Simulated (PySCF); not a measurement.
# Core-level binding energies of tetraethylsilane

Species: tetraethylsilane, C₈H₂₀Si.
Numbering: `[CH3:1][CH2:2][Si:3]([CH2:4][CH3:5])([CH2:6][CH3:7])[CH2:8][CH3:9]`

Computed, not measured: PySCF, delta-SCF UKS SCAN, pcX-2 on the ionised atom, pcseg-1 elsewhere, spin-free X2C. Vertical ΔSCF values, vacuum level as zero.

Q: List the computed XPS lines with their assignment.

A: 
```csv
atom(s),environment,level,binding energy (eV),2p1/2 (eV),above the level's lowest (eV),count
C1/C5/C7/C9,methyl carbon,C 1s,290.39,–,+0.76,4
C2/C4/C6/C8,sp3 carbon bound to silicon,C 1s,289.63,–,0.00,4
Si3,four-coordinate silicon,Si 2p3/2,105.26,105.89,0.00,1
Si3,four-coordinate silicon,Si 1s,1845.05,–,0.00,1
```

Lowest listed C 1s: C2/C4/C6/C8, bonded to C, 2 H and Si. Highest, 0.76 eV above it: C1/C5/C7/C9, bonded to C and 3 H. Summing the Pauling electronegativity differences to the bonded atoms, each weighted by its formal bond order, gives -1.35 for the lowest site and -1.05 for the highest.

Q: Give the binding energy of C 1s of C2/C4/C6/C8 in hartree and in kJ/mol.

A: 289.63 eV = 10.6437 Eh = 27945 kJ/mol.

Q: Which photon energy gives electrons from C 1s of C2/C4/C6/C8 a kinetic energy of 100 eV, and what is their de Broglie wavelength?

A: hν = 289.63 + 100 = 389.63 eV, recoil neglected; λ = 12.264 Å/√(E/eV) = 1.23 Å.

One atom of each set of topologically equivalent atoms was ionised and stands for the set; in this conformer not all members are related by symmetry, and their own values weren't computed. 2p3/2 and 2p1/2 are the ΔSCF energy of one spin-free 2p hole plus the eigenvalues of a spin–orbit and ligand-field matrix of the shell. 2p1/2 minus 2p3/2 (ligand field included): Si 0.62 eV. Geometry: PBE0-D3(BJ)/def2-SVP, one conformer, isolated molecule.

Conformer computed: `[CH3:1][CH2:2][Si:3]([CH2:4][CH3:5])([CH2:6][CH3:7])[CH2:8][CH3:9]`: C1–C2–Si3–C4 -179°, C2–Si3–C4–C5 178°, C2–Si3–C6–C7 59°, C2–Si3–C8–C9 -59°.
